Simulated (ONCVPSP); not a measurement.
# Configuration tests for Zn (Z = 30) (ONCV)

Zn (Z = 30), optimised norm-conserving Vanderbilt (ONCV), made with ONCVPSP 4.0.1 (PBE, fully relativistic). Core [Ne], reference 3s2 3p6 3d10 4s2. Waves: 3s+4s: rc 1.30 bohr, ncon 4, nbas 6, qcut 8.4 1/bohr, 3 projectors, debl 1.8 Ha; 3p: rc 0.95 bohr, ncon 4, nbas 8, qcut 15.2 1/bohr, 2 projectors, debl 2.3 Ha; 3d: rc 1.10 bohr, ncon 4, nbas 8, qcut 16.7 1/bohr, 3 projectors, debl 3.8 Ha. Local part: polynomial inside 0.90 bohr (lpopt 5, dvloc0 0 Ha). Core correction: polynomial model core, fcfact 0.2.

Open shells are filled in proportion to 2j + 1.

In the p channel the program set the typed energies aside and used -3.027, 0.250 Ha (j = l + 1/2; the other j can differ).

Energies are relative to the spin-unpolarised reference configuration 3s2 3p6 3d10 4s2; without spin polarisation the order of configurations can differ from experiment.

```csv
valence configuration,charge,ΔE all-electron (eV),error AE − PS (meV)
3s2 3p6 3d10 4s0,+2,28.332,+2.8
3s2 3p6 3d9 4s0,+3,68.865,-0.3
```

(1) What are ΔE and the potential's error for 3s2 3p6 3d8 4s0?

(2) What are ΔE and the potential's error for 3s2 3p6 3d10 4s1?

Levels in the configuration 3s2 3p6 3d8 4s0:

```json
{"level": "3s j=1/2", "all-electron (eV)": "-194.737", "pseudo (eV)": "-194.953"}
{"level": "3p j=3/2", "all-electron (eV)": "-147.433", "pseudo (eV)": "-147.459"}
{"level": "3p j=1/2", "all-electron (eV)": "-150.621", "pseudo (eV)": "-150.645"}
{"level": "3d j=5/2", "all-electron (eV)": "-73.169", "pseudo (eV)": "-73.075"}
{"level": "3d j=3/2", "all-electron (eV)": "-73.598", "pseudo (eV)": "-73.499"}
```

Answers

(1) ΔE = 130.678 eV all-electron; the error (AE − PS) is +45 meV.

(2) ΔE = 9.889 eV all-electron; the error (AE − PS) is +0.7 meV.
